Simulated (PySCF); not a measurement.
## How methods differ on the electron affinity of Ge

Ge⁻ [Ar] 3d10 4s2 4p3 (4S) → Ge [Ar] 3d10 4s2 4p2 (3P), as a difference of total energies. Calculation: PySCF 2.14, in def2-QZVPPD (12s7p5d4f1g, 95 functions); the non-relativistic Hamiltonian (point nucleus). Correlated levels: valence: [Ar] 3d10 frozen. The calculations carry no spin-orbit coupling.

```tsv
method	electron affinity (eV)	plus first-order spin-orbit estimate	difference from reference of that sum (eV)
UHF	0.777	0.678	-0.555
MP2 (valence)	1.244	1.145	-0.088
SCS-MP2 (valence)	1.092	0.992	-0.241
CCSD (valence)	1.209	1.110	-0.123
CCSD(T) (valence)	1.257	1.158	-0.075
```

Reference: 1.233 eV (measured; photodetachment measurements, as compiled on the Wikipedia data page of electron affinities).

A first-order spin-orbit estimate (lowest level to lowest level, LS coupling) adds -0.099 eV.

These non-relativistic numbers lack the scalar-relativistic shift.

Errors of the correlated levels include the incompleteness of this basis and the frozen core.
